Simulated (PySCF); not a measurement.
ZnS⁺: frontier orbitals

BLYP at R = 2.174 Å; Zn def2-SVP, S def2-SVP; no relativity (PySCF 2.14). State: ²Π (doublet), unpaired electrons π ↑. Only the outer orbitals are listed, counted within each symmetry.

| spin | orbital | occ. | ε (eV) | on Zn (%) | main shells (%) |
| --- | --- | --- | --- | --- | --- |
| α | 4π | 1 | -19.28 | 99 | 99 Zn d |
| α | 10σ | 1 | -19.25 | 93 | 92 Zn d |
| α | 4π | 1 | -19.21 | 99 | 99 Zn d |
| α | 1δ | 1 | -19.09 | 100 | 100 Zn d |
| α | 1δ | 1 | -19.08 | 100 | 100 Zn d |
| α | 11σ | 1 | -14.68 | 46 | 49 S p, 42 Zn s |
| α | 5π | 1 | -13.40 | 5 | 95 S p |
| α | 5π | 1 | -12.21 | 6 | 94 S p |
| α | 12σ | 0 | -11.16 | 73 | 51 Zn s, 28 S p, 21 Zn p |
| α | 6π | 0 | -6.49 | 95 | 95 Zn p |
| α | 6π | 0 | -6.26 | 94 | 94 Zn p |
| β | 4π | 1 | -19.25 | 99 | 99 Zn d |
| β | 4π | 1 | -19.21 | 99 | 99 Zn d |
| β | 10σ | 1 | -19.18 | 92 | 91 Zn d |
| β | 1δ | 1 | -19.08 | 100 | 100 Zn d |
| β | 1δ | 1 | -19.08 | 99 | 99 Zn d |
| β | 11σ | 1 | -14.41 | 50 | 47 Zn s, 44 S p |
| β | 5π | 1 | -11.87 | 7 | 93 S p |
| β | 5π | 0 | -11.66 | 8 | 92 S p |
| β | 12σ | 0 | -11.04 | 69 | 45 Zn s, 31 S p, 24 Zn p |
| β | 6π | 0 | -6.34 | 92 | 92 Zn p |

Task: Which are the highest filled and the lowest empty level, where do they sit, and how wide is the gap?

Result: Highest filled β 5π at -11.87 eV (in %: 93 S p); lowest empty β 5π at -11.66 eV (in %: 92 S p); the gap at BLYP is 0.21 eV. Both belong to one degenerate shell, split only by its one-sided filling, so this is no excitation gap.

```
bond order (Mayer)                                                                                                : 1.38
⟨S²⟩                                                                                                              : 0.755
charge on Zn (Mulliken, basis-dependent)                                                                          : 0.82
charge on Zn (Löwdin, basis-dependent)                                                                            : 0.83
dipole moment (positive dipole points towards S; it is taken about the centre of mass and depends on that origin) : -3.17 D
```

The state is the lowest determinant that a PBE0 search found; another state may lie lower at other levels.
